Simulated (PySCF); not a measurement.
Computed IR spectrum (relative IR intensity) of a molecule C₇H₈O. Coordinates come from a r2SCAN-D4/def2-SVP optimisation. One conformer was computed; it need not be the lowest. Calculation: r2SCAN-D4/def2-SVP in PySCF. Harmonic, unscaled wavenumbers; measured fundamentals usually lie a few per cent lower.

ν (cm⁻¹): 520 (vw), 559 (vw), 710 (w), 767 (m), 806 (w), 893 (vw), 1089 (m), 1098 (w), 1179 (w), 1300 (vs), 1411 (w), 1458 (w), 1464 (vw), 1476 (w), 1489 (vw), 1531 (m), 1640 (w), 1665 (m), 2996 (m), 3079 (m), 3160 (w), 3183 (w), 3199 (w), 3206 (vw) (against the strongest line: vs over 80 %, s over 45 %, m over 15 %, w over 4 %, vw less)

Problem. Which molecule gave these data?
A. C=Cc1ccoc1C
B. COc1ccccc1
C. C#C/C=C/C=C/OC
D. Cc1ccc(O)cc1

Solution. B, COc1ccccc1
